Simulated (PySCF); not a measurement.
# Reading the logs of faulty runs: BGeH3N2

Calculated results; nothing here was measured. They come from PySCF 2.14.0, an open-source quantum chemistry program, on an isolated molecule that a program drew, which may never have been made. The molecule is BGeH3N2 (charge 0, singlet), drawn as the SMILES string `N=B[NH][GeH]`.

Each row is a Hartree-Fock (HF) and frozen-core CCSD(T) single point in the cc-pVDZ basis, meant for a local HF minimum. Run 1 is clean. Each other run has one planted mistake out of seven kinds, and not every kind appears here: one electron removed, one electron added, multiplicity raised by two, geometry at a saddle point, minimal basis STO-3G, one bond length entered in bohr, all coordinates scaled. The reference is restricted for singlets and unrestricted otherwise, and also for a bond in bohr. Adding or removing an electron swaps singlet and doublet. Electrons count all cores. HOMO and LUMO are orbital energies over both spins, the gradient is its largest component, and the lowest frequency (negative if imaginary) is given only where the gradient is small. Bond lengths are over the 6 bonds as drawn. T1 is the CCSD diagnostic: over 0.02 (restricted) or 0.045 (unrestricted) a single reference is doubtful. Germanium has the cc-pVDZ-PP basis, with a core potential (ECP10MDF) in place of its 10 inner electrons, and its 3s, 3p and 3d shells are frozen in CCSD(T).

Geometry of the clean run:
```xyz
7
BGeH3N2, angstrom
N    -0.2756    2.0005    0.5284
B     0.1415    0.8705    0.2644
N     0.6366   -0.4120   -0.0340
Ge    2.4244   -0.8999   -0.0619
H    -0.6037    2.9025    0.7392
H    -0.0650   -1.0984   -0.2455
H     2.1110   -2.4063   -0.4604
```

```
run  electrons  basis functions  <S^2>  HOMO (eV)  LUMO (eV)  gradient (hartree/bohr)  lowest frequency (cm^-1)  mean bond (Å)  longest bond (Å)      T1  HF (hartree)  CCSD(T) (hartree)                          mistake
  1         54               80  0.000      -9.46       0.84                  8.9e-06                       141         1.3449             1.853  0.0191    -428.74728         -429.28065                         no fault
  2         53               80  0.790     -13.95      -6.54                  1.6e-01                         -         1.3449             1.853  0.0397    -428.44854         -428.94042             one electron removed
  3         54               80  1.010      -9.35      -0.02                  1.2e-01                         -         1.4906             1.857  0.0224    -428.57707         -429.07201  one bond length entered in bohr
  4         54               80  0.000      -9.64       0.34                  7.7e-02                         -         1.4780             2.037  0.0259    -428.68102         -429.24114                                ?
  5         55               80  0.764      -0.48       8.08                  5.7e-02                         -         1.3449             1.853  0.0160    -428.74003         -429.27501                                ?
```

**Which mistake was planted in run 4, and what did it cost?**

The mean and the longest bond both change by the same factor, 1.099, and the gradient is no longer small. So the mistake is: all coordinates scaled. Subtracting run 1 and multiplying by 627.51 kcal/mol a hartree, the energy moved by 41.6 kcal/mol in HF and 24.8 kcal/mol in CCSD(T).

**Which mistake was planted in run 5, and what did it cost?**

It counts 55 electrons, one more than the clean run, at the same geometry and basis. So the mistake is: one electron added. Subtracting run 1 and multiplying by 627.51 kcal/mol a hartree, the energy moved by 4.5 kcal/mol in HF and 3.5 kcal/mol in CCSD(T).

Cautions from the logs. Run 4: T1 is over the limit, so its CCSD(T) energy is less reliable; run 5: the added electron raises the CCSD(T) energy, so it isn't bound in this basis.
